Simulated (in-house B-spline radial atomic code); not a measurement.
A run on neutral boron (an excited or competing configuration) that did not converge. Method: non-relativistic wB97X, spin-polarised, spherical fractional occupations, point nucleus; computed with an all-electron radial atomic-structure program (B-spline basis).

Command:
```bash
python run_scf.py task.json out
```
Settings:
```
Z                5
configuration    [He] 2s2 3s1
hamiltonian      nr
method           wb97x
spin_polarised   True
```

First and last ten iterations of the last attempt (damped for 15 steps, keeping 80 % of the old Fock matrix, then DIIS):
```
 iter        energy (Eh)    residual
    1         -23.977465    9.80e-02
    2         -24.443737    2.34e-02
    3         -24.447140    1.89e-02
    4         -24.449644    1.53e-02
    5         -24.451540    1.31e-02
    6         -24.453030    1.33e-02
    7         -24.454242    1.33e-02
    8         -24.455218    1.23e-02
    9         -24.455926    9.62e-03
   10         -24.456383    6.77e-03
  111         -24.457791    1.31e-06
  112         -24.457791    1.30e-06
  113         -24.457791    1.32e-06
  114         -24.457791    1.31e-06
  115         -24.457791    1.43e-06
  116         -24.457791    1.64e-05
  117         -24.457791    1.21e-06
  118         -24.457791    1.63e-05
  119         -24.457791    1.19e-06
  120         -24.457791    1.43e-06
 not converged after 120 iterations
```

The smallest residual met was 1.2e-06; the threshold is about 1e-07. Over the last five steps the energy moves by less than 1e-08 hartree, but the orbitals didn't meet the threshold. Time taken, with all properties: 2.3 s on 1 thread of Arm Neoverse N1 (shared host).
